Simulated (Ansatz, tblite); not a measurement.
Removing and adding an electron: (BeS)6 ring (Be₆S₆). Charge 0, multiplicity 1. Geometry: B3LYP-D4/def2-SVP. Ansatz, gas phase; energy differences of separate SCF runs; the oxidised species was run as a doublet alone; the reduced species was run as a doublet alone.

```tsv
atom	x (Å)	y (Å)	z (Å)
Be1	1.2412	-2.0228	1.3707
S2	0.2985	-1.5236	2.9413
Be3	-1.3359	-1.3194	1.9968
S4	-2.9597	-1.1027	1.0372
Be5	-2.5710	0.7093	0.6257
S6	-2.1594	2.5128	0.1996
Be7	-1.2416	2.0084	-1.3835
S8	-0.3038	1.4833	-2.9478
Be9	1.3300	1.3137	-1.9969
S10	2.9462	1.1289	-1.0190
Be11	2.5778	-0.6885	-0.6139
S12	2.1778	-2.4996	-0.2102
```

The xTB rows come from tblite.

```json
{"level": "PBE-D4/def2-SVP", "−HOMO (eV)": "7.14", "vertical IE (eV)": "–", "−LUMO (eV)": "2.39", "vertical EA (eV)": "0.65", "HOMO–LUMO gap (eV)": "4.74", "IE − EA (eV)": "–", "remarks": "HOMO above zero (-1 doublet)"}
{"level": "PBE0-D4/def2-SVP", "−HOMO (eV)": "8.32", "vertical IE (eV)": "–", "−LUMO (eV)": "1.68", "vertical EA (eV)": "0.45", "HOMO–LUMO gap (eV)": "6.64", "IE − EA (eV)": "–", "remarks": "HOMO above zero (-1 doublet)"}
{"level": "PBE0-D4/def2-TZVP", "−HOMO (eV)": "8.15", "vertical IE (eV)": "9.51", "−LUMO (eV)": "1.50", "vertical EA (eV)": "–", "HOMO–LUMO gap (eV)": "6.65", "IE − EA (eV)": "–", "remarks": "–"}
```

(1) Estimate the rows for GFN1-xTB, GFN2-xTB.

Results:

(1) 
| level | −HOMO (eV) | vertical IE (eV) | −LUMO (eV) | vertical EA (eV) | HOMO–LUMO gap (eV) | IE − EA (eV) |
| --- | --- | --- | --- | --- | --- | --- |
| GFN1-xTB | 10.36 | 12.44 | 5.50 | 3.47 | 4.85 | 8.97 |
| GFN2-xTB | 11.89 | 13.73 | 7.86 | 5.96 | 4.03 | 7.77 |

Run but left out: PBE-D4/def2-TZVP, B97M-V/def2-TZVP (charge +1 doublet: an occupied level 0.04 eV above an empty one).   A HOMO above zero means that the electron is unbound at that level or that self-interaction error raises the level; the energy of removing that electron tells which. Raw xTB energy differences between charge states are shifted by several eV; the methods need an empirical correction for them. Sets without diffuse functions give affinities that are too small.
